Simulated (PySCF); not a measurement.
# Ir (iridium, neutral) across methods

[Xe] 4f14 5d9, 2D determinant (an excited configuration). Calculation: PySCF 2.14, in x2c-TZVPPall with one added diffuse shell each of s, p, d, f type (12s8p8d4f1g, 113 functions); scalar relativity by spin-free X2C-1e.

```
method  E (hartree)  mean ε 5p β (eV)  mean ε 5d α (eV)  mean ε 5d β (eV)  Σ⟨r²⟩ (bohr²)   ⟨S²⟩
   LDA    -17818.31           -50.903            -4.689            -4.119          61.28  0.762
   PBE    -17829.43           -50.498            -4.415            -3.837          61.33  0.771
r2SCAN    -17829.47           -51.462            -4.327            -3.730          60.16  0.778
  BP86    -17831.59           -50.652            -4.533            -3.974          61.12  0.771
```

(1) Estimate the same row for PBE0.

⟨L²⟩ = 7.08 against 6 for a pure D term, so this real determinant mixes terms. Spin-orbit coupling, absent here, splits the open shell strongly.

Answers

(1) E (hartree) = -17829.18; mean ε 5p β (eV) = -53.689; mean ε 5d α (eV) = -5.645; mean ε 5d β (eV) = -5.029; Σ⟨r²⟩ (bohr²) = 60.46; ⟨S²⟩ = 0.776.
